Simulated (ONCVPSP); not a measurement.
## Pseudopotential generation for ruthenium (Ru): ONCV, LDA (Perdew-Wang 92), scalar-relativistic.

```json
{"Element": "Ru", "Generator": "ONCVPSP 4.0.1", "Type": "optimised norm-conserving Vanderbilt (ONCV)", "Functional": "LDA (Perdew-Wang 92)", "Relativity": "scalar-relativistic", "Frozen core": "[Kr]", "Valence charge": "8", "Reference configuration": "4d7 5s1", "Partial waves": "5s: rc 2.70 bohr, ncon 5, nbas 9, qcut 2 1/bohr, 1 projector; p scattering state at 0.1 Ha: rc 2.05 bohr, ncon 3, nbas 6, qcut 4.3 1/bohr, 1 projector; 4d: rc 2.25 bohr, ncon 3, nbas 8, qcut 6.7 1/bohr, 2 projectors, debl 2.3 Ha", "Local potential": "polynomial inside 1.45 bohr (lpopt 4, dvloc0 6 Ha)", "Core correction": "Teter function, fcfact 4.25, rcfact 1.15"}
```

Poles of the logarithmic derivatives, all-electron (AE) and pseudo (PS). s: poles at 0.9, 5.0 (AE) and 0.6, 1.7 (PS) Ha. p: poles at -1.6, 3.8 (AE) and 1.1 (PS) Ha. d: poles at 0.1, 4.1 (AE) and 0.1, 4.2 (PS) Ha. Test radii: s 2.74, p 2.08, d 2.28 bohr.

* Cutoffs needed: 16 Ha and 26 Ha (the cutoffs (Ha) at which the residual kinetic energy of the hardest occupied pseudo-wave falls to 1 and 0.1 mHa per electron)
* Ghost test: no bound ghost flagged; no localised positive-energy state flagged
* Largest excitation error: -35 meV (all-electron minus pseudo) for 4d5 5s0, out of 4 test configurations
* rms error of d²Exc/dni dnj: 6.58 mHa without and 3.62 mHa with the model core
